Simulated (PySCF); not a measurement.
2-methylidene-1,3-dithiole (C₄H₄S₂), SMILES C=C1SC=CS1. Atoms are numbered in the order given.

```xyz
10

C      0.0000     0.0000     2.2948
C      0.0000     0.0000     0.9482
S      0.0000     1.4850    -0.0358
C      0.0000     0.6722    -1.5880
C      0.0000    -0.6722    -1.5880
S      0.0000    -1.4850    -0.0358
H      0.0000    -0.9360     2.8551
H      0.0000     0.9360     2.8551
H      0.0000     1.2952    -2.4830
H      0.0000    -1.2952    -2.4830
```
Charge 0, spin multiplicity 1.

Coordinates come from a TPSSh-D3(BJ)/def2-SVP optimisation.

Method: PBE/def2-TZVP (PySCF).

ESP charges are fitted to the potential on shells at 1.4 to 2.0 van der Waals radii. Atomic charges (e):

```json
[
 {"atom": "C1", "meta-Löwdin": "?", "ESP fit": "-0.76"},
 {"atom": "C2", "meta-Löwdin": "-0.17", "ESP fit": "0.27"},
 {"atom": "S3", "meta-Löwdin": "0.22", "ESP fit": "0.01"},
 {"atom": "C4", "meta-Löwdin": "?", "ESP fit": "-0.27"},
 {"atom": "C5", "meta-Löwdin": "?", "ESP fit": "-0.27"},
 {"atom": "S6", "meta-Löwdin": "0.22", "ESP fit": "0.01"},
 {"atom": "H7", "meta-Löwdin": "0.13", "ESP fit": "0.27"},
 {"atom": "H8", "meta-Löwdin": "0.13", "ESP fit": "0.27"},
 {"atom": "H9", "meta-Löwdin": "?", "ESP fit": "0.24"},
 {"atom": "H10", "meta-Löwdin": "?", "ESP fit": "0.24"}
]
```

### Question
Fill in the missing entries. (Estimate from the structure and the level; the computed values follow.)

### Answer

- C1, meta-Löwdin: -0.35
- C4, meta-Löwdin: -0.25
- C5, meta-Löwdin: -0.25
- H9, meta-Löwdin: 0.15
- H10, meta-Löwdin: 0.15

### Question
Give the Mayer and Wiberg (Löwdin basis) orders of the bonds. (Estimate from the structure and the level; the computed values follow.)

### Answer

```json
[
 {"bond": "C1–C2", "Mayer": "1.73", "Wiberg": "2.10"},
 {"bond": "C2–S3", "Mayer": "1.12", "Wiberg": "1.42"},
 {"bond": "S3–C4", "Mayer": "1.15", "Wiberg": "1.51"},
 {"bond": "C4–C5", "Mayer": "1.84", "Wiberg": "2.04"},
 {"bond": "C2–S6", "Mayer": "1.12", "Wiberg": "1.42"},
 {"bond": "C5–S6", "Mayer": "1.15", "Wiberg": "1.51"},
 {"bond": "C1–H7", "Mayer": "0.95", "Wiberg": "0.88"},
 {"bond": "C1–H8", "Mayer": "0.95", "Wiberg": "0.88"},
 {"bond": "C4–H9", "Mayer": "0.92", "Wiberg": "0.86"},
 {"bond": "C5–H10", "Mayer": "0.92", "Wiberg": "0.86"}
]
```
